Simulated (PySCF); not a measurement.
Isomers C8H10O3:

A. 3,5-dimethoxyphenol
B. `InChI=1S/C8H10O3/c1-11-8(10)6-4-2-3-5-7(6)9/h3,5-6H,2,4H2,1H3/t6-/m0/s1`
C. SMILES O=CO[C@]12CC[C@H](CC1)C2=O
D. `C1=COC=C([C@H]2[C@H](OC)C2)O1`
E. `CC(=O)OC1=C(C)CCC1=O`

Spectrum 1. $^{13}$C{$^{1}$H} NMR (computed): δ 168.7 (C), 165.2 (C), 95.8 (CH), 94.9 (CH), 56.0 (CH3).

Spectrum 2. $^{13}$C{$^{1}$H} NMR (computed): δ 212.6 (C), 166.0 (CH), 81.5 (C), 38.4 (CH), 29.7 (CH2), 26.3 (CH2).

Spectrum 3. $^{13}$C{$^{1}$H} NMR (computed): δ 149.6 (C), 134.2 (CH), 133.4 (CH), 123.7 (CH), 68.4 (CH), 60.7 (CH3), 19.6 (CH2), 19.4 (CH).

Spectrum 4. $^{13}$C{$^{1}$H} NMR (computed): δ 202.0 (C), 172.6 (C), 171.3 (C), 154.5 (C), 35.2 (CH2), 31.7 (CH2), 23.4 (CH3), 20.7 (CH3).

Spectrum 5. $^{13}$C{$^{1}$H} NMR (computed): δ 195.9 (C), 176.7 (C), 162.6 (CH), 132.8 (CH), 57.4 (CH), 51.3 (CH3), 29.6 (CH2), 27.5 (CH2).

Non-relativistic Hamiltonian, rapidly exchanging positions averaged, no solvent model, one computed conformer. Coordinates at the GFN2-xTB level; shieldings: GIAO PBE0/pcSseg-1; PySCF.

Shifts are taken against calculated references (same method and geometry level): TMS for $^{13}$C (186.93 ppm). Shifts are as computed. Against solution values, carbons near 30 ppm lie about +3 ppm off and those near 130 ppm about +5 ppm. Of 1211 compounds with measured shifts, 218 miss one by over three times the rms of a fit or turn the order of signals round; such compounds aren't used in these exercises.

Q: Which spectrum belongs to which compound?

A: 1–A, 2–C, 3–D, 4–E, 5–B.

- Spectrum 1 (A): 5 $^{13}$C signals; δC 168.7 is an aromatic carbon bearing oxygen; δC 165.2 is an aromatic carbon bearing oxygen.
- Spectrum 2 (C): 6 $^{13}$C signals; δC 212.6 is a ketone carbonyl carbon; δC 166.0 is an ester carbonyl carbon.
- Spectrum 3 (D): 8 $^{13}$C signals; δC 149.6 is an alkene carbon bearing oxygen; δC 134.2 is an alkene carbon bearing oxygen.
- Spectrum 4 (E): 8 $^{13}$C signals; δC 202.0 is a ketone carbonyl carbon; δC 172.6 is an ester carbonyl carbon.
- Spectrum 5 (B): 8 $^{13}$C signals; δC 195.9 is a ketone carbonyl carbon; δC 176.7 is an ester carbonyl carbon.
